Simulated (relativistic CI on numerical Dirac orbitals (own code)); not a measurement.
How well does a small relativistic CI reproduce Pb2+?

Computed by Dirac-Coulomb-Breit CI, orbitals from a KLI potential per configuration, a model potential for QED, valence Slater integrals scaled by 0.85, P86 correlation energy added to each configuration (own radial code, finite nucleus).

Configurations in the expansion (outside the closed core [Xe] 4f14): 5d¹⁰6s², 5d¹⁰6s6p, 5d¹⁰6s6d, 5d¹⁰6s7s, 5d¹⁰6s7p, 5d⁹6s²6p, 5d¹⁰6p6d, 5d⁹6s²5f, 5d¹⁰6s5f, 5d¹⁰6s8s, 5d¹⁰6s7d, 5d¹⁰6s8p, 5d¹⁰6s6f, 5d¹⁰6s5g, 5d¹⁰6s9s, 5d¹⁰6s8d, 5d¹⁰6s9p, 5d¹⁰6s9d, 5d¹⁰6p7s, 5d⁹6s²7p, 5d⁹6s²7s, 5d¹⁰5f6d, 5d⁹6s²6d, 5d⁹6s²8s, 5d⁹6s²7d, 5d⁹6s²8p, 5d¹⁰6p², 5d⁹6p³, 5d⁹5f6p², 5d¹⁰6d², 5d⁹6p6d², 5d⁹5f6d², 5d¹⁰5f², 5d⁹5f²6p, 5d⁹5f³, 5d¹⁰5f6p. Double excitations out of closed p, d and f shells are left out; levels of such configurations are missing from the list, as are those of other unlisted configurations, and high levels can miss mixing partners. These lack a partner that the ground configuration has and come out too high: 5d⁹6s²7p, 5d⁹6s²7s, 5d⁹6s²6d, 5d⁹6s²8s, 5d⁹6s²7d.

| Configuration | Term (tabulated) | J | Measured (cm⁻¹) | Computed | Error | Purity (%) |
| --- | --- | --- | --- | --- | --- | --- |
| 5d¹⁰6s² | 1S | 0 | 0.0 | 0 | 0 | 98 |
| 5d¹⁰6s6p | 3P° | 0 | 60397.0 | 54222 | -6175 | 99 |
| 5d¹⁰6s6p | 3P° | 1 | 64391.0 | 58417 | -5974 | 93 |
| 5d¹⁰6s6p | 1P° | 1 | 95340.1 | 90754 | -4586 | 90 |
| 5d¹⁰6p² | 3P | 0 | 142551.0 | 140711 | -1840 | 86 |
| 5d¹⁰6s7s | 3S | 1 | 150083.7 | 144702 | -5382 | 98 |
| 5d¹⁰6s7s | 1S | 0 | 153783.4 | 148978 | -4806 | 98 |
| 5d⁹6s²6p | 3P° | 2 | 154494.0 | 155164 | 670 | 67 |
| 5d¹⁰6s6d | 3D | 2 | 157925.0 | 152662 | -5263 | 98 |
| 5d¹⁰6s6d | 3D | 3 | 158956.8 | 153506 | -5451 | 99 |
| 5d¹⁰6p² | 3P | 2 | 164817.9 | 161060 | -3758 | 64 |
| 5d¹⁰6s7p | 3P° † | 0 | 170917.3 | 164806 | -6111 | 99 |
| 5d¹⁰6s7p | 3P° † | 1 | 171081.4 | 165315 | -5767 | 82 |
| 5d⁹6s²6p | 3F° | 4 | 173329.0 | 173046 | -283 | 92 |
| 5d⁹6s²6p | 3F° | 2 | 173986.3 | 174138 | 151 | 65 |
| 5d⁹6s²6p | 3P° | 1 | 174600.9 | 175414 | 813 | 63 |
| 5d¹⁰6s7p | 3P° | 2 | 176022.9 | 169539 | -6484 | 96 |
| 5d¹⁰6s7p | 1P° | 1 | 177181.4 | 170677 | -6504 | 72 |
| 5d⁹6s²6p | 1D° | 2 | 177906.5 | 177973 | 67 | 64 |
| 5d⁹6s²6p | 1P° | 1 | 184268.1 | 185418 | 1150 | 72 |
| 5d¹⁰6p² | 1S | 0 | 188615.0 | 184777 | -3838 | 79 |
| 5d¹⁰6s5f | 3F° | 2 | 190287.8 | 182595 | -7692 | 88 |
| 5d¹⁰6s5f | 3F° | 4 | 190429.0 | 182646 | -7783 | 93 |
| 5d¹⁰6s5f | 1F° | 3 | 190901.2 | 182864 | -8037 | 92 |
| 5d⁹6s²6p | 3P° | 0 | 192880.0 | 191266 | -1614 | 98 |
| 5d⁹6s²6p | 3D° | 1 | 197318.6 | 196476 | -842 | 55 |
| 5d¹⁰6s8s | 3S | 1 | 197892.8 | 192086 | -5807 | 100 |
| 5d⁹6s²6p | 3D° | 2 | 199343.9 | 198600 | -744 | 56 |
| 5d¹⁰6s8s | 1S | 0 | 199400.6 | 194065 | -5336 | 95 |
| 5d¹⁰6s7d | 3D | 1 | 201398.7 | 195534 | -5865 | 100 |
| 5d¹⁰6s7d | 3D | 2 | 201597.3 | 195723 | -5874 | 99 |
| 5d¹⁰6s7d | 3D | 3 | 202046.8 | 196074 | -5973 | 100 |
| 5d¹⁰6s7d | 1D | 2 | 203301.6 | 198487 | -4814 | 92 |
| 5d¹⁰6s8p | 3P° | 1 | 206979.0 | 201014 | -5965 | 84 |
| 5d¹⁰6s8p | 1P° | 1 | 209318.0 | 203593 | -5725 | 81 |
| 5d¹⁰6s6f | 3F° | 2 | 214434.0 | 208468 | -5966 | 96 |
| 5d¹⁰6s6f | 3F° | 3 | 214477.0 | 208551 | -5926 | 83 |
| 5d¹⁰6s6f | 3F° | 4 | 214486.0 | 208645 | -5841 | 99 |
| 5d¹⁰6s5g | 3G | 3 | 217635.3 | 213056 | -4580 | 100 |
| 5d¹⁰6s5g | 3G | 5 | 217659.1 | 213102 | -4557 | 100 |
| 5d¹⁰6s9s | 3S | 1 | 219344.0 | 213400 | -5944 | 100 |
| 5d¹⁰6s9s | 1S | 0 | 219910.0 | 214270 | -5640 | 99 |
| 5d¹⁰6s8d | 3D | 1 | 221205.0 | 215244 | -5961 | 100 |
| 5d¹⁰6s8d | 3D | 2 | 221307.0 | 215338 | -5969 | 98 |
| 5d¹⁰6s8d | 3D | 3 | 221600.0 | 215528 | -6072 | 100 |
| 5d¹⁰6s8d | 1D | 2 | 221938.0 | 216445 | -5493 | 96 |
| 5d¹⁰6p7s | 3P° | 0 | 226618.0 | 220544 | -6074 | 89 |
| 5d¹⁰6s9d | 3D | 1 | 232019.0 | 226216 | -5803 | 100 |
| 5d¹⁰6s9d | 3D | 2 | 232097.0 | 226272 | -5825 | 98 |
| 5d¹⁰6s9d | 3D | 3 | 232274.0 | 226388 | -5886 | 100 |
| 5d¹⁰6s9d | 1D | 2 | 232442.0 | 226857 | -5585 | 97 |
| 5d¹⁰6p7s | 3P° † | 1 | 242321.0 | 222213 | -20108 | 56 |
| 5d¹⁰6p7s | 3P° † | 2 | 246144.0 | 238965 | -7179 | 93 |

Measured levels from Moore, Atomic Energy Levels, vol. III, NSRDS-NBS 35 (1971 reprint of NBS Circular 467, 1958); pairs were made by configuration, J and term (by order where the table uses no LS term), so strongly mixed levels may be paired wrongly. The analysis dates from before 1960.

Mean error by configuration (cm⁻¹): 5d¹⁰6s6p -5578; 5d¹⁰6p² -3145; 5d¹⁰6s7s -5094; 5d⁹6s²6p -70; 5d¹⁰6s6d -5357; 5d¹⁰6s7p -6494; 5d¹⁰6s5f -7838; 5d¹⁰6s8s -5571; 5d¹⁰6s7d -5632; 5d¹⁰6s8p -5845; 5d¹⁰6s6f -5911; 5d¹⁰6s5g -4568; 5d¹⁰6s9s -5792; 5d¹⁰6s8d -5874; 5d¹⁰6p7s -6074; 5d¹⁰6s9d -5775. Over the excited levels the mean absolute error is 4716 cm⁻¹ (52 of the 66 excited levels that our extract of the source holds in range could be paired, and the others can miss by more), and the median relative error of those above 1,000 cm⁻¹ is 2.7 %. † marks terms whose computed intervals miss the measured ones by more than a factor of 2.5, or configurations far off the rest, from wrong mixing, a near crossing or a doubtful label or measurement; they are left out of the means.
